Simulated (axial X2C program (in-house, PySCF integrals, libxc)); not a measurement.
CaN⁻: from the spin-free to the two-component result

Calculated with an in-house all-electron X2C program for linear molecules (integrals from PySCF). Spin-free means the one-electron spin-free X2C Hamiltonian; two-component (2c) means X2C with spin–orbit coupling and atomic mean-field two-electron Coulomb and Gaunt terms, so the difference of the two also holds small scalar two-electron terms. Basis: Ca dyall-acv3z [12s13p7d5f], N dyall-av3z [7s7p3d2f] (cores contracted in-house); Gaussian nuclei, density fitting, unrestricted open shells. Masses: Ca 39.963 u, N 14.003 u.

Spin-free state: M_S = 1, Λ = 0 (beyond evenly filled blocks: π+α, π-α); fragments Ca- + N.

| level | Re (Å) | ωe (cm⁻¹) | μ (D) |
| --- | --- | --- | --- |
| HF | 2.359 | 404.7 | 2.80 |
| MP2 | 2.377 | 391.5 | n/a |

Correlated methods: 8 electrons correlated (number of frozen shells: Ca 3 s, 2 p; N 1 s), 282 virtual spin orbitals or spinors in MP2.

Dipoles are positive if N is the positive end and refer to the centre of mass.

Two-component determinant lowest at the distance of the search:

Ω = 1 (⟨Sz⟩ = 1.00, ⟨Lz⟩ = 0.00 at HF); fragments Ca- + N.

```json
{"level": "HF", "Re (Å)": "2.359", "ωe (cm⁻¹)": "404.7", "μ (D)": "2.81"}
{"level": "MP2", "Re (Å)": "2.377", "ωe (cm⁻¹)": "391.4", "μ (D)": "n/a"}
```

Q: From the two tables, how do the constants change at the MP2 level (2c against spin-free)?

A: At the MP2 level Re is unchanged within 0.001 Å and ωe doesn't move by more than 0.2 cm⁻¹.

De is not given where an atomic determinant may have missed its ground term or J level, or where the truncated virtual space spoils (T). The state is one determinant with fixed occupations, lowest in a PBE0 search at one distance only: followed along the bond, the 2c determinant Ω = 2 reaches 0.15 eV lower at PBE0, at Re = 2.149 Å, so the state shown is not the lowest. With several unpaired electrons one determinant need not be a pure state. The bond is weak and the correlated curve of this state has no minimum in the scanned range, so this well may be an artefact of the functional. The outer-core s and p shells of the metal are frozen in the correlated rows, which leaves out core–valence correlation; for alkali and alkaline-earth bonds that tends to lengthen them. Open-shell Ω = 0 determinants with evenly filled partner blocks cannot be reached by this program, so the Ω shown need not be the lowest component. This is the Ω = 1 component of a π² triplet; the 0⁺ component is not one determinant and can lie lowest.
